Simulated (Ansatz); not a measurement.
`C[BH][GeH2][F]`, relaxed with RKS PBE0-D4/def2-TZVP in Ansatz from a PBE-D4/def2-SVP geometry. The force threshold is 0.005 eV/Å; the program also tests the step.

Charge 0, multiplicity 1.

Start:

```xyz
10

C    -0.080   -1.605   -0.007
B     0.107   -0.223   -0.698
Ge    0.089    1.540    0.382
F     0.099    2.945   -0.699
H     0.023   -1.648    1.094
H    -1.148   -1.852   -0.244
H     0.501   -2.424   -0.481
H     0.223   -0.162   -1.908
H     1.357    1.704    1.279
H    -1.172    1.726    1.282
```

Question: How much energy does the relaxation release, and in how many steps? (An estimate is asked.)

Answer: Computed: 3.08 kJ/mol, in 8 steps.

Question: Which bonds change most? (An estimate is asked.)

Answer: Computed: B2–H8 from 1.218 to 1.197 Å; Ge3–F4 from 1.773 to 1.753 Å; Ge3–H9 from 1.561 to 1.544 Å; C1–H6 from 1.121 to 1.104 Å.

Question: Give the relaxed structure. (Best estimate.)

Answer: Computed: 
```xyz
10

C    -0.081   -1.604   -0.016
B     0.103   -0.225   -0.695
Ge    0.088    1.531    0.389
F     0.128    2.909   -0.694
H     0.065   -1.648    1.065
H    -1.141   -1.849   -0.203
H     0.482   -2.405   -0.502
H     0.209   -0.156   -1.885
H     1.326    1.706    1.295
H    -1.178    1.743    1.246
```
